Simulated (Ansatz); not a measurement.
`[CH3][SbH][OH]` + H₂ → `[OH][SbH2]` + CH₄ at 500 K and 1 bar (hydrogenolysis of the Sb–C bond).

Computed with Ansatz on PBE0-D4/def2-TZVP structures; ΔE is electronic, products minus reactants. CBS: MP2 limit from def2 TZ/QZ plus the TZ coupled-cluster correction, frozen cores. This one scheme is used for every species. Elements past krypton have def2 core potentials. For Sb outer-core shells are correlated without core-valence functions, which leaves a few kJ/mol of doubt a bond. One conformer a species, not always the lowest.

```
         species  CCSD(T)/CBS energy (Eh)  H − E (kJ/mol)  S (J/(mol·K))
`[CH3][SbH][OH]`               -356.25469           184.8          367.9
              H₂                 -1.17544            41.0          145.5
    `[OH][SbH2]`               -316.98030            96.1          310.6
             CH₄                -40.46206           135.6          206.8
```

H − E and S are ideal-gas, rigid-rotor, harmonic terms from PBE0-D4/def2-TZVP, for one conformer and one mirror image of each species. The MP2-based limit puts H₂ 0.8 mEh under its directly extrapolated value; such offsets cancel only in part. 1 Eh = 2625.50 kJ/mol, R = 8.31446 J/(mol·K).

Q: By hand: ΔE, ΔH, ΔS and ΔG.

A: ΔE = (-316.98030) + (-40.46206) − (-356.25469) − (-1.17544) = -0.01223 Eh = -32.1 kJ/mol. Δ(H − E) = 96.1 + 135.6 − 184.8 − 41.0 = 5.9, so ΔH = -26.2 kJ/mol. ΔS = 310.6 + 206.8 − 367.9 − 145.5 = 4.0 J/(mol·K). ΔG = -26.2 − 500 × (4.0)/1000 = -28.2 kJ/mol.

Q: By hand: the equilibrium constant, and the temperature at which ΔG would vanish if ΔH and ΔS stayed fixed.

A: log₁₀ K = −ΔG/(RT ln 10) = 2.9. ΔH and −TΔS have one sign here, so there is no such temperature. One of them is within its doubt of zero, so this could turn.

The number of gas molecules stays the same, so ΔS is small and ΔH decides. A doubt of 5 kJ/mol in ΔE shifts log₁₀ K by 0.5 here. Other conformers and mirror images would add mixing entropy, several J/(mol·K) or more a flexible species. These are equilibria of isolated gas molecules and say nothing of rates. Largest T1 diagnostic: 0.014 (customary marks: 0.02 for closed shells, 0.045 for open ones).
